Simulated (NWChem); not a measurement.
diarsenic (As$_{2}$); SMILES [As]#[As]

All runs: NWChem. Geometry: optimised at B3LYP/6-31G* (spherical d). Level PBE/def2-TZVP: energy and gradient; each run changes one setting, and changes count from the defaults (medium grid, exact Coulomb integrals, symmetry on).

Which setting moves the energy most, and by about how much (Becke weights; defaults; coarse grid; Coulomb fitting, Weigend set; tight SCF thresholds and tolerances)?

Coulomb fitting, Weigend set, by about 100 μHa.
```json
[
 {"setting": "defaults", "size of the energy change (μHa)": "< 10", "largest change of a gradient component (μHa/bohr)": "< 30", "time, defaults = 1 (rough)": "about 1"},
 {"setting": "coarse grid", "size of the energy change (μHa)": "< 10", "largest change of a gradient component (μHa/bohr)": "< 30", "time, defaults = 1 (rough)": "about 1"},
 {"setting": "Becke weights", "size of the energy change (μHa)": "< 10", "largest change of a gradient component (μHa/bohr)": "< 30", "time, defaults = 1 (rough)": "about 1"},
 {"setting": "tight SCF thresholds and tolerances", "size of the energy change (μHa)": "< 10", "largest change of a gradient component (μHa/bohr)": "< 30", "time, defaults = 1 (rough)": "about 1"},
 {"setting": "Coulomb fitting, Weigend set", "size of the energy change (μHa)": "100", "largest change of a gradient component (μHa/bohr)": "100", "time, defaults = 1 (rough)": "0.2"}
]
```
